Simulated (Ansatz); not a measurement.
Reaction (formal hydrolysis of a Ge–O bond): `[F][GeH2][O][SiH3]` + H₂O → `[OH][GeH2][F]` + silanol

Isolated molecules relaxed with PBE0-D4/def2-TZVP in Ansatz; ΔE leaves out vibrations. CCSD(T)/CBS is the MP2 limit (def2-TZVPP, def2-QZVPP) plus CCSD(T) − MP2 in def2-TZVPP, frozen cores. This one scheme is used for every species. DFT in def2-TZVPP. For Ge outer-core shells are correlated without core-valence functions, which leaves a few kJ/mol of doubt a bond. Scalar relativity is left out up to krypton. One conformer a species, not always the lowest.

`[F][GeH2][O][SiH3]`:

```xyz
9

F    -1.756    1.157    1.088
Ge   -0.078    0.811    1.365
O     0.322   -0.550    0.336
Si    0.206   -0.880   -1.268
H     0.067    0.355    2.815
H     0.696    2.059    0.929
H    -1.114   -1.481   -1.584
H     0.375    0.366   -2.067
H     1.283   -1.839   -1.614
```

H₂O:

Cartesian coordinates in Å:
```
O -0.247 0.280 -0.110
H -0.409 -0.431 0.514
H 0.657 0.151 -0.404
```

`[OH][GeH2][F]`:

Z-matrix (Å, degrees):
```
Ge
F 1 1.738
O 1 1.761 2 107.6
H 1 1.526 2 107.8 3 114.3
H 1 1.534 2 105.1 3 -119.6
H 3 0.960 1 113.6 2 -67.0
```

`O[SiH3]`:

Cartesian coordinates in Å:
```
O -0.834 0.969 0.092
Si 0.284 -0.211 -0.175
H -1.339 0.931 0.905
H 1.332 -0.227 0.883
H 0.898 0.100 -1.486
H -0.341 -1.562 -0.218
```

```csv
level,ΔE (kJ/mol),difference from CCSD(T)/CBS
r2SCAN0-D4,13.4,-4.2
CAM-B3LYP-D4,13.3,-4.3
ωB97X-V,12.6,-5.0
B2PLYP,11.4,-6.2
PBE,5.7,-11.9
BLYP,5.3,-12.3
PBE0,9.3,-8.3
r2SCANh,10.9,-6.7
RPA@PBE/def2-TZVPP,15.8,-1.8
HF/def2-SVP,19.9,2.3
MP2/def2-SVP,16.4,-1.2
MP2/def2-TZVPP,15.7,-1.9
CCSD/def2-TZVPP,16.1,-1.5
CCSD(T)/def2-TZVPP,15.9,-1.7
MP2/def2-QZVPP,17.1,-0.5
SCS-MP2/def2-QZVPP,16.7,-0.9
CCSD(T)/CBS,17.6,0
```

Largest T1 diagnostic among the species: 0.012.

From BLYP to BHLYP (50 % exact exchange), in def2-TZVPP and without D4, ΔE moves by +6.7 kJ/mol. The D4 term adds +5.9 kJ/mol with B3LYP and +3.4 kJ/mol with PBE0; it sums over pairs of atoms, weighted by their polarisabilities, and B3LYP, whose exchange is more repulsive, gets the larger term.

B3LYP here is the variant with VWN-RPA as its local correlation; programs differ in this.
